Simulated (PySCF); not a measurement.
## Polarisability and C₆ of Xe (xenon, neutral)

[Xe], closed-shell 1S. All numbers are calculated (PySCF 2.14, scalar relativity by spin-free X2C-1e, in x2c-QZVPPall with one added diffuse shell each of s, p, d, f type (14s10p8d5f1g, 128 functions)). Coupled (time-dependent) response in atomic units; α is the mean over directions.

```
method  mean α (bohr³)  C₆ (like pair)  S(−4)
  BP86           28.71           308.5  148.3
```

S(−4) is the Cauchy moment in α(ω) = α(0) + S(−4) ω² + …

Reference α: 27.32 ± 0.2 bohr³ (recommended; Schwerdtfeger and Nagle, table of static dipole polarizabilities (2023 update)). Published C₆: 302.0 (Gould and Bucko (2016)).

α(iu) at BP86:

```tsv
u (hartree)	α(iu) (bohr³)
0	28.71
0.0500	28.35
0.100	27.32
0.200	24.03
0.300	20.26
0.500	13.97
0.750	9.126
1.00	6.372
1.50	3.664
2.00	2.441
3.00	1.369
5.00	0.6411
```

A single London oscillator, α(iu) = α/(1 + u²/ω²), gives C₆ = (3/4) ω α². Matching the computed C₆ needs ω = 4 × 308.5 / (3 × 28.71²) = 0.499 hartree.
